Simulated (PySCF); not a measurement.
A PySCF script (with the pyscf-properties extension) for the NMR shieldings of SMILES C=C1C[C@H]1B(Cl)Cl, C4H5BCl2, on a GFN2-xTB geometry:

```python
import basis_set_exchange as bse
import numpy as np
from pyscf import gto, dft
from pyscf.prop import nmr

atoms = """
C    -1.881140   -0.528886    0.404366
C    -0.816123    0.094351   -0.020754
C    -0.069338    1.307834   -0.267769
C     0.541782   -0.063099   -0.620561
B     1.692613   -0.663556    0.225589
Cl    2.778243   -1.816552   -0.455371
Cl    1.904860   -0.212211    1.876941
H    -2.727114    0.011914    0.795962
H    -1.959876   -1.602938    0.378558
H     0.356510    1.834850    0.574252
H    -0.355547    1.945767   -1.091226
H     0.536328   -0.308157   -1.678646
"""
names = dict.fromkeys(["C", "B", "Cl", "H"], "pcSseg-1")
basis = {el: gto.basis.parse(bse.get_basis(n, elements=[el], fmt="nwchem")) for el, n in names.items()}
mol = gto.M(atom=atoms, basis=basis, charge=0, verbose=0)
mf = dft.RKS(mol, xc="PBE0")
mf.grids.level = 2
mf.grids.alignment = dft.numint.BLKSIZE   # the property module wants whole blocks of grid points
mf.conv_tol = 1e-9
mf.kernel()

calc = nmr.RKS(mf)   # GIAO
C = mf.mo_coeff
Co = C[:, mf.mo_occ > 0]
resp = mf.gen_response(singlet=True, hermi=2)
def vind(x):   # induced exchange potential for any number of trial vectors
    d = np.einsum("pi,xij,qj->xpq", C, 2 * x.reshape(-1, C.shape[1], Co.shape[1]), Co, optimize=True)
    return np.einsum("xpq,pi,qj->xij", resp(d - d.transpose(0, 2, 1)), C, Co, optimize=True).ravel()
mo1, _ = nmr.rhf.solve_mo1(calc, with_cphf=vind)
sigma = calc.kernel(mo1)
for i, s in enumerate(sigma):   # ppm
    print("%2d %-2s %9.2f" % (i, mol.atom_pure_symbol(i), np.trace(s) / 3))
```

Task: What does it print?

Result: 
```
 0 C      77.55
 1 C      42.74
 2 C     169.03
 3 C     164.81
 4 B      40.37
 5 Cl    673.90
 6 Cl    730.99
 7 H      25.87
 8 H      25.97
 9 H      29.85
10 H      29.97
11 H      30.08
```

These numbers come from an equivalent density-fitted implementation of the same equations, which agrees with the script to about 0.01 ppm for H and up to a few tenths of a ppm for heavy atoms, so last digits may differ.

Size and cost of the density-fitted run: 158 basis functions, 26 s wall time on 1 thread of an Arm Neoverse V1, shared host; peak memory 0.8 GiB.
